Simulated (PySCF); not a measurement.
Level of theory: TPSSh-D3(BJ)/def2-TZVP // PBE-D3(BJ)/def2-SVP run with PySCF. Gas-phase values, no solvent. 

Reference species: [Ni(NH3)4]2+ (excited triplet) (charge +2, multiplicity 3).

```yaml
spin population on the central atom (Mulliken): 1.72
mean_distance_from_the_central_atom_to_its_bonded_neighbours: 2.049 Å
charge on the central atom (Mulliken): 0.55 e
```

Changed species: [Fe(NH3)4]2+ (excited triplet) (M = Fe, multiplicity 3; the reference has M = Ni, multiplicity 3).

**Question.** Give the shifts of the spin population on the central atom (Mulliken), mean distance from the central atom to its bonded neighbours and charge on the central atom (Mulliken).

**Answer.** the spin population on the central atom (Mulliken) goes up by 0.43, to 2.15; the mean distance from the central atom to its bonded neighbours falls by 0.026 Å, to 2.023 Å; the charge on the central atom (Mulliken) hardly moves.
